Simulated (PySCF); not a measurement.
B3LYP has the VWN-RPA correlation part, as in Gaussian. 

# [Ta(Cl)5] (charge 0, multiplicity 1)

Level of theory: B3LYP-D3(BJ)/def2-TZVP // BP86-D3(BJ)/def2-SVP (PySCF).

- HOMO = -8.93 eV
- dipole moment = 0.001 e·Å
- HOMO–LUMO gap = 4.90 eV
- LUMO = -4.03 eV
- charge on the central atom (Mulliken) = 1.17 e
- total energy = -2358.5158 Ha
- cost = around 5 core-minutes (rough)

```xyz
6

Ta    -0.0039    -0.0139    -0.0041
Cl     0.4960    -1.8216     1.3311
Cl    -2.1024     0.1926    -0.9269
Cl     0.7103    -1.2118    -1.8908
Cl     1.5939     1.5900    -0.4189
Cl    -0.7166     1.1846     1.8828
```
Charge 0, spin multiplicity 1.
